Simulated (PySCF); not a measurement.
Sn(H)2(OH)(OMe) (CH6O2Sn), SMILES [OH][SnH2][O]C. Geometry: B3LYP-D3(BJ)/def2-SVP. The structure was generated by enumeration; whether it is a known compound was not checked. The def2 effective core potentials stand for the cores of Sn; spin–orbit coupling is left out. Other conformers were not sampled.

Computed equilibrium geometry at B3LYP-D3(BJ)/def2-SVP (PySCF confirms it by a frequency run) as Cartesian coordinates in Å (one conformer of several):
```xyz
10

Sn     0.3359    -0.2978    -0.3007
O      1.5504     1.0201     0.5775
O     -1.4220    -0.2358     0.6412
C     -2.2035     0.9344     0.6339
H      0.8555    -1.9119    -0.0613
H      0.1824     0.3122    -1.8940
H      1.6880     0.8227     1.5147
H     -2.4286     1.3005    -0.3893
H     -3.1687     0.7173     1.1240
H     -1.7292     1.7699     1.1859
```
